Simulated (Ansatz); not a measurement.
System: C3H8FSi, net charge 0, doublet state. It need not be the lowest isomer of its formula. 
Structure (B3LYP-D3(BJ)/def2-TZVP (Ansatz, a quantum-chemistry and plane-wave program) minimum search):
```
Si
F 1 1.6167
C 1 1.8389 2 106.95
H 3 1.0844 1 122.87 2 1.21
H 3 1.0852 4 114.43 1 -179.90
C 1 1.8663 2 107.69 3 -120.20
H 6 1.0913 1 111.20 2 58.43
H 6 1.0924 7 108.28 1 121.91
H 6 1.0927 7 107.93 8 116.62
C 1 1.8665 2 107.62 3 120.22
H 10 1.0913 1 111.19 2 -58.44
H 10 1.0924 11 108.28 1 -121.90
H 10 1.0927 11 107.92 12 -116.62
```
Charge 0, spin multiplicity 2.

Total electronic energies in hartree. Correlated levels leave the core frozen unless marked. Open shells are spin-unrestricted. Spin-orbit coupling is left out. No relativistic terms. CBS marks a two-point X^-3 extrapolation of the correlation energy; Hartree-Fock from the larger set.

```json
[
 {"level": "BLYP-D3(BJ)/def2-TZVPD", "program": "Ansatz + dftd3", "energy (Eh)": "-508.54553"},
 {"level": "revPBE-D3(BJ)/def2-TZVPD", "program": "Ansatz + dftd3", "energy (Eh)": "…"},
 {"level": "PBE0/def2-SVP", "program": "Ansatz", "energy (Eh)": "…"},
 {"level": "wB97M-V/def2-TZVPD", "program": "Ansatz", "energy (Eh)": "-508.49181"},
 {"level": "B2GP-PLYP-D4/def2-TZVPD", "program": "Ansatz + dftd4", "energy (Eh)": "-508.24104"},
 {"level": "B2PLYP/def2-TZVPD", "program": "Ansatz", "energy (Eh)": "-508.31749"},
 {"level": "PBE-QIDH/def2-TZVPD", "program": "Ansatz", "energy (Eh)": "-508.12804"},
 {"level": "MP2/cc-pV(Q+d)Z", "program": "Ansatz", "energy (Eh)": "-507.75256"},
 {"level": "SCS-MP2/6-31G", "program": "Ansatz", "energy (Eh)": "-506.98015"},
 {"level": "SCS-MP2/cc-pV(T+d)Z", "program": "Ansatz", "energy (Eh)": "-507.66815"},
 {"level": "SCS-MP2/cc-pVTZ", "program": "Ansatz", "energy (Eh)": "-507.66244"},
 {"level": "SCS-MP2/cc-pwCVTZ", "program": "Ansatz", "energy (Eh)": "-507.68522"},
 {"level": "CCSD/STO-3G", "program": "Ansatz", "energy (Eh)": "-500.79043"},
 {"level": "CCSD/cc-pV(Q+d)Z", "program": "Ansatz", "energy (Eh)": "-507.79526"},
 {"level": "CCSD(T)/CBS(cc-pV(T+d)Z,cc-pV(Q+d)Z)", "program": "Ansatz", "energy (Eh)": "-507.8751"}
]
```

**Question.** Fill in the missing entries.

**Answer.** 
- revPBE-D3(BJ)/def2-TZVPD, energy (Eh): -508.49774
- PBE0/def2-SVP, energy (Eh): -507.87925
